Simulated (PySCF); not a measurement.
Geometries of 3 isomers of C4H5NOSi, from PySCF 2.14.0, PBE0-D3(BJ)/def2-SVP geometry optimisation, gas phase. One conformer each, no zero-point energy, no frequencies.

Task: Which isomer lies lowest at this level?
A.
```xyz
12
angstrom
C      2.734    0.275   -0.208
C      1.306    0.039   -0.267
C      0.103   -0.155   -0.319
Si    -1.689   -0.425   -0.419
O     -2.218   -1.681    0.513
C     -2.484    1.160    0.169
N     -2.986    2.136    0.544
H      2.946    1.337   -0.013
H      3.196   -0.319    0.596
H      3.217   -0.002   -1.158
H     -2.158   -0.685   -1.796
H     -1.929   -1.711    1.430
```
B.
```xyz
12
angstrom
N     -1.862    2.749    0.097
C     -0.905    2.101   -0.009
C      0.291    1.339   -0.140
C      0.365   -0.008   -0.057
Si    -1.060   -1.225    0.239
C      1.711   -0.606   -0.215
O      1.910   -1.793   -0.153
H      1.201    1.928   -0.320
H     -0.782   -1.991    1.486
H     -1.145   -2.145   -0.929
H     -2.318   -0.442    0.378
H      2.547    0.118   -0.398
```
C.
```xyz
12
angstrom
N      2.703    0.275   -2.214
C      2.045   -0.004   -1.301
Si     0.978   -0.502    0.147
C     -0.677   -1.139   -0.379
C     -1.566   -0.231    0.054
C     -1.028    0.956    0.800
O      0.371    0.849    0.920
H      1.853   -1.320    1.022
H     -0.965   -2.032   -0.937
H     -2.648   -0.306   -0.112
H     -1.484    1.021    1.805
H     -1.293    1.892    0.272
```

Result: C. That is `C1CO[Si@@H](C=1)C#N`, 15.7 kcal/mol below the next.

```tsv
SMILES	atoms numbered as above	E (Eh)	relative (kcal/mol)	relative (kJ/mol)	dipole (D)
N#C[Si@@H]1C=CCO1	[N:1]#[C:2][Si@@H:3]1[CH:4]=[CH:5][CH2:6][O:7]1	-574.16093	0.0	0.0	4.57
CC#C[Si@@H](O)C#N	[CH3:1][C:2]#[C:3][Si@@H:4]([OH:5])[C:6]#[N:7]	-574.13587	15.7	65.8	4.83
N#C/C=C(\[SiH3])C=O	[N:1]#[C:2]/[CH:3]=[C:4](\[SiH3:5])[CH:6]=[O:7]	-574.09819	39.4	164.7	1.85
```

As drawn, the lowest has an Si–O bond, which the highest lacks; the highest has a C=O bond, which the lowest lacks.
